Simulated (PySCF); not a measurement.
C$_{2}$H$_{4}$N$_{2}$, SMILES `CN=C=N`, neutral singlet in the gas phase. 

Cartesian coordinates (Å):
```xyz
8

C     -0.9882    -0.3528    -0.2469
N      0.4048    -0.4886    -0.6196
C      1.3781     0.0151    -0.1020
N      2.4383     0.3380     0.4259
H     -1.4122    -1.3472    -0.0966
H     -1.5362     0.1198    -1.0645
H     -1.1270     0.2353     0.6640
H      2.8613     1.2135     0.1424
```
Charge 0, spin multiplicity 1.

All levels are single points at this geometry (r2SCAN-D4/def2-TZVP); Pople sets use spherical d functions. Orbital energies aren't observables, and empty levels follow the basis.

| level | HOMO (eV) | LUMO (eV) | gap (eV) | dipole (D) | vertical IE, Delta-SCF (eV) |
|---|---|---|---|---|---|
| r2SCAN-D4/def2-TZVP in PySCF | -6.61 | -0.03 | 6.58 | 2.13 | 9.86 |
| B3LYP/3-21G in PySCF | -6.70 | 1.27 | 7.97 | 2.41 | – |
| B3LYP/6-311+G** in PySCF | -7.49 | -0.35 | 7.14 | 2.33 | – |
| BP86/6-31G* in PySCF | -6.09 | 0.09 | 6.18 | 2.15 | – |
| SVWN5/6-31G* in PySCF | -6.08 | 0.00 | 6.08 | 2.19 | – |
| HF/3-21G in PySCF | -10.30 | 5.52 | 15.82 | 2.86 | – |
